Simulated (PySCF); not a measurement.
**SMILES [H]/P=C(/F)C(C)(C)C, C5H10FP**

Cartesian coordinates in Å; atom numbers follow the order of the lines, from 1:
```xyz
17

C    -0.6835    0.0894    1.4484
C    -0.0978   -0.0499    0.0355
C    -1.1184   -0.7347   -0.8854
C     0.2426    1.3307   -0.5166
C     1.1129   -0.9432    0.1261
F     0.7897   -2.1680    0.6195
P     2.7399   -0.7646   -0.2399
H     0.0350    0.5676    2.1112
H    -1.5862    0.6947    1.4194
H    -0.9340   -0.8861    1.8579
H    -2.0253   -0.1378   -0.9444
H    -1.3769   -1.7207   -0.5069
H    -0.7095   -0.8459   -1.8877
H     0.9584    1.8407    0.1259
H     0.6522    1.2559   -1.5225
H    -0.6606    1.9348   -0.5633
H     2.6546    0.5491   -0.6872
```

Computed, not measured: PySCF, GIAO B3LYP/pcSseg-1 magnetisability, rotational g tensor and spin-rotation constants, non-relativistic, gas phase. Geometry: GFN2-xTB.

(1) Give the nuclear spin-rotation constants along the inertial axes (H = +C I·J) beside the isotropic shieldings.

(2) How do the rotational constants and the g tensor change when H8, H9, H10, H11, H12, H13, H14, H15, H16, H17 are replaced by deuterium?

## Answers

(1) Rotational constants 2.9015, 1.6722, 1.3820 GHz. A star marks the isotopologue with that one atom substituted, in its own axes.
```
atom  isotope  Caa (kHz)  Cbb (kHz)  Ccc (kHz)  mean (kHz)  σ (ppm)
  F6      19F      6.885      3.235      0.502       3.541    199.9
  P7      31P      4.833      4.456      1.470       3.586    232.7
  H8       1H     -0.248     -0.175     -0.019      -0.148     30.8
  H9       1H      0.063     -0.186     -0.161      -0.095     30.8
 H10       1H     -0.318      0.052     -0.153      -0.139     30.0
 H11       1H      0.063     -0.186     -0.161      -0.095     30.8
 H12       1H     -0.318      0.052     -0.153      -0.140     30.0
 H13       1H     -0.248     -0.175     -0.019      -0.148     30.8
 H14       1H     -0.264     -0.140     -0.033      -0.146     30.4
 H15       1H     -0.264     -0.140     -0.034      -0.145     30.4
 H16       1H      0.047     -0.163     -0.170      -0.095     30.7
 H17       1H     -0.273      0.104     -0.158      -0.109     27.1
  C1     13C*      0.519      0.301      0.199       0.340    151.4
  C2     13C*      0.518      0.357      0.262       0.379    134.4
  C5     13C*      1.268      1.368      0.421       1.019    -79.7
```
For the geometry as given, no vibrational averaging.

(2) Constants 2.3825, 1.4514, 1.2185 GHz; g -0.0163, -0.0137, -0.0040, against -0.0197, -0.0155, -0.0042 before.
